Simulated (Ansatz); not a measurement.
Geometry optimisation, RKS PBE-D4/def2-SVP in Ansatz.

input.yaml

```yaml
crystal:
  periodic: [false, false, false]
  atoms:
    - { symbol: B, position_ang: [0.023837, -0.165718, 0.254691] }
    - { symbol: "N", position_ang: [0.057225, -0.300612, 1.727008] }
    - { symbol: H, position_ang: [-0.728559, -0.682604, 2.253074] }
    - { symbol: H, position_ang: [0.95107, -0.285002, 2.218027] }
    - { symbol: Cl, position_ang: [1.538631, 0.030901, -0.620848] }
    - { symbol: Cl, position_ang: [-1.50867, -0.458879, -0.602939] }
    - { symbol: O, position_ang: [-0.610997, 2.355062, 0.512478] }
    - { symbol: H, position_ang: [-1.419419, 1.981929, 0.108588] }
    - { symbol: H, position_ang: [-0.561418, 1.841925, 1.35872] }
basis:
  gaussian: { orbitals: def2-SVP }
hamiltonian:
  xc: pbe
  dispersion: d4
relax:
  f_tol: 0.03
  max_steps: 50
```

Launched with:

```bash
$ ansatz run input.yaml --threads 2 --pin off --max-ram 3072MiB --backend cpu --events-out ev --progress --plain --runs-dir out
```

Problem. Where does it end, and by what steps?

Solution. It converged. After 8 steps the energy has fallen by 0.115 eV; O7 moved furthest, 0.20 Å.

```csv
step,energy less start (eV),largest force component (eV/Å),accepted
0,0.0000,2.169,yes
1,-0.0792,1.037,yes
2,-0.0559,1.660,no
3,-0.1017,0.541,yes
4,-0.1083,0.233,yes
5,-0.1083,0.495,no
6,-0.1080,0.296,no
7,-0.1143,0.106,yes
8,-0.1154,0.019,yes
```

```xyz
9
Properties=species:S:1:pos:R:3
B 0.068 -0.301 0.265
N 0.073 -0.343 1.671
H -0.745 -0.623 2.211
H 0.937 -0.259 2.208
Cl 1.561 -0.045 -0.639
Cl -1.463 -0.599 -0.597
O -0.684 2.507 0.625
H -1.448 2.142 0.140
H -0.559 1.837 1.325
```

Whether the end is a true minimum wasn't checked by a vibrational analysis.

Time of the run: 18 s on 2 threads of Arm Neoverse V1 (shared host), peak memory 0.15 GiB.
